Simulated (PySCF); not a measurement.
This script is equivalent to a calculation on O⁺ (oxygen, charge +1).

```python
from pyscf import gto, scf, dft, mp, cc
import basis_set_exchange as bse
mol = gto.M(atom="O 0 0 0", charge=1, spin=3, symmetry="D2h",
            basis=gto.basis.parse(bse.get_basis("x2c-TZVPall", elements=["O"], fmt="nwchem", header=False)),
            nucmod="G")
mf = dft.UKS(mol, xc="R2SCAN").sfx2c1e()
mf.irrep_nelec = {'Ag': (2, 2), 'B1u': (1, 0), 'B2u': (1, 0), 'B3u': (1, 0)}
mf.kernel()
```

What total energy does it give?

-74.609 hartree (calculated).

Which occupied shell lies highest, and where?

2p α, at -27.288 eV.

What is ⟨S²⟩, and what would a pure spin state give?

3.753, against 3.75.
